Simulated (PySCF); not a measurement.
Coordinates in bohr (charge 0 multiplicity 1):
```
Te    0.0000   -0.6970    0.0000
S     2.4914    2.6996    0.0000
O    -2.3506    0.0179   -2.8146
O    -2.3506    0.0179    2.8146
H    -2.1876    1.7982   -3.2314
H    -2.1876    1.7982    3.2314
```

Computed with PySCF, PBE0, basis Te def2-SVP with ECP28, S def2-SVP, O def2-SVP, H def2-SVP (scalar-relativistic core potentials, no spin–orbit coupling, density fitting).

This geometry of TeS(OH)₂ is a stationary point at this level.

Question: What is the point group?

Answer: Cs.

Question: Is it a minimum?

Answer: Yes: all harmonic wavenumbers are real.

Question: Which band is strongest in the infrared?

Answer: 396 cm⁻¹ (a'), 117 km/mol.

Question: What is the atomisation energy, with and without zero-point energy?

Answer: 1671 kJ/mol without, 1597 kJ/mol with.

Other isomers or separated fragments may lie lower.
